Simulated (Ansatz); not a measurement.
Frontier orbitals of `[CH3][Ti]([CH3])([CH3])[F]`.

Cartesian coordinates in Å:
```
C 1.720 -0.653 0.560
Ti -0.042 -0.379 -0.465
C -1.589 -0.658 0.861
C -0.102 1.578 -1.094
F -0.164 -1.489 -1.828
H 1.892 0.205 1.220
H 1.654 -1.560 1.171
H 2.566 -0.751 -0.127
H -1.755 -1.723 1.056
H -1.351 -0.155 1.805
H -2.509 -0.226 0.452
H -0.287 2.230 -0.233
H -0.894 1.730 -1.834
H 0.859 1.851 -1.544
```

Charge 0, multiplicity 1. Correlated methods include outer-core shells of Ti, which these sets cover unevenly. Scalar relativity is left out up to krypton. Geometry: relaxed with PBE0-D4/def2-TZVP. Basis def2-TZVPP, Ansatz.

```
 functional  HOMO (eV)  LUMO (eV)  gap (eV)
LDA (SPW92)      -6.60      -3.22      3.38
        PBE      -6.48      -2.94      3.54
     B97M-V      -6.90      -2.64      4.26
       PBE0      -7.91      -1.68      6.23
      BHLYP      -9.23      -0.32      8.91
    ωB97M-V     -10.30       0.62     10.92
         HF     -11.28       1.87     13.15
```

A quarter of exact exchange (PBE0) shifts PBE's HOMO by −1.43 eV and its LUMO by +1.26 eV; full exchange at long range (ωB97M-V) shifts them by −3.81 and +3.56 eV. The gap opens from 3.54 to 10.92 eV, since occupied levels lose self-interaction and empty ones feel all the electrons. A positive LUMO is unbound and depends on the basis.
